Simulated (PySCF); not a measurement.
C₃H₆BFO, SMILES FCB1CCO1. Heavy atoms are numbered as in [F:1][CH2:2][B:3]1[CH2:4][CH2:5][O:6]1. Hydrogens are named by the atom that carries them.

Geometry: PBE0-D3(BJ)/def2-SVP. The structure was generated by enumeration, and PubChem lists no compound with its InChIKey, so it may never have been made. Other conformers were not sampled.

Method: PySCF with PBE/pcSseg-1.

GIAO shieldings, no solvent; atoms alike by connectivity are averaged. δ = σ(ref) − σ: ¹⁹F against CFCl3 (σ = 133.6 ppm); ¹³C against TMS (σ = 182.0 ppm); ¹¹B against BF3 (σ = 83.9 ppm); ¹⁷O against H2O (σ = 334.3 ppm); ¹H against TMS (σ = 31.49 ppm), references at their B3LYP-D3(BJ)/def2-TZVP geometries, non-relativistic.

| nucleus | atoms | count | δ (ppm) |
|---|---|---|---|
| ¹⁹F | F1 | 1 | -333.3 |
| ¹³C | C2 (CH2) | 1 | 81.9 |
| ¹³C | C5 (CH2) | 1 | 78.9 |
| ¹³C | C4 (CH2) | 1 | 19.6 |
| ¹¹B | B3 | 1 | 48.6 |
| ¹⁷O | O6 | 1 | 267.6 |
| ¹H | H on C5 | 2 | 5.21 |
| ¹H | H on C2 | 2 | 4.92 |
| ¹H | H on C4 | 2 | 2.11 |
